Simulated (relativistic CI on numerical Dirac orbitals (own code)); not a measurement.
**Ni³⁺ in a cubic cluster: 2p photoemission with charge transfer**

Computed with a charge-transfer multiplet model of a cubic metal-ligand cluster with up to 2 ligand holes, Slater and spin-orbit integrals from Dirac-Coulomb-Breit ions, Slater integrals scaled by 0.9. The ground state mixes d7 with configurations of k ligand holes L, whose averages lie at kΔ + k(k − 1)U_dd/2; a core hole lowers each added d electron by U_cd. 300 K, Lorentzian 0.6 eV and Gaussian 0.8 eV FWHM.

Atomic integrals in eV (Slater integrals scaled, ζ unscaled), ground: F2dd 11.900, F4dd 7.429, zeta_d 0.089; with the core hole: F2dd 13.428, F4dd 8.428, zeta_d 0.124, zeta_core 11.400, F2cd 8.116, G1cd 6.273, G3cd 3.570.

Cluster parameters (eV): U_dd = 7.7, U_cd = 9.9, 10Dq = 1.55, 10Dq(ligand) = 0.7, V(eg) = 3, V(t2g) = -1.3, final-state hopping factor = 0.9.

Weights, n_d and S are thermal averages at 300 K. Binding energies count from the first peak over 30 % of the highest in each spectrum, which can be another peak from case to case. The parameters are a model scan and need not match a compound or its usual spin state. Peaks in eV (height, largest 100): 0.0 (100), 8.4 (44), 12.8 (16), 19.4 (52), 27.4 (29).

(1) Which parameters give this spectrum?
A. Δ = 2.7 eV
B. Δ = 4.7 eV
C. Δ = -0.3 eV
D. Δ = 0.7 eV
E. Δ = 5.7 eV

Answers

(1) E. Δ = 5.7 eV; the ground state then has 7.23 d electrons and S = 1.33. The choice follows from running the model for each set and comparing peak positions and heights. The space is cut while the next configuration still counts.
